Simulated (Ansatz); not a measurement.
```yaml
atoms:
  - { symbol: F, position_ang: [-0.2475, 1.7179, -1.0063] }
  - { symbol: C, position_ang: [-0.1045, 0.5088, -0.6245] }
  - { symbol: P, position_ang: [0.1119, -1.3212, -0.0467] }
```

Basis set: cc-pVDZ (spherical functions). Correlated methods keep 7 orbitals frozen. Charge 0, multiplicity 1.

Computed with Ansatz (development build ahead of 0.2.0); the reference of a correlated method needn't be the lowest determinant of its kind. Restricted open shells among the atoms or ions are ROHF, correlated in semicanonical orbitals with singles.

Task: Give the atomization energy at this shape (free ground-state atoms in the same class of orbitals less the molecule, no zero-point energy) of singlet CFP by RHF-CCSD(T), RHF-CCSD.

Result:

```
     method  atomization energy
RHF-CCSD(T)     178.26 kcal/mol
   RHF-CCSD     161.93 kcal/mol
```

Caution: large amplitudes, a single reference is doubtful; no unrestricted run beside it, a lower state can exist; the reference determinant was not shown to be the lowest.
